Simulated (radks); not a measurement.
Q: All-electron atom: O I in [He] 2s2 2p4. All-electron calculation, scalar-relativistic Kohn-Sham, LDA (Slater exchange, Perdew-Wang correlation), spin-polarised, spherical densities, finite nucleus; open shells are filled with parallel spins first; Fermi nuclear charge, rms radius 2.6991 fm. Program: a radial shooting solver on a logarithmic mesh with Libxc functionals. Some entries of the table are withheld. Estimate them.

orbital,occ.,eigenvalue (eV),<r^2> (bohr^2)
1s up,1,(1),0.05456
1s down,1,(2),0.05427
2s up,1,(3),(4)
2s down,1,(5),(6)
2p up,3,-10.3560,1.995
2p down,1,-7.4066,2.416

A: 
(1) 1s up eigenvalue (eV): -511.1031
(2) 1s down eigenvalue (eV): -509.6538
(3) 2s up eigenvalue (eV): -24.9523
(4) 2s up <r^2> (bohr^2): 1.568
(5) 2s down eigenvalue (eV): -21.8598
(6) 2s down <r^2> (bohr^2): 1.670
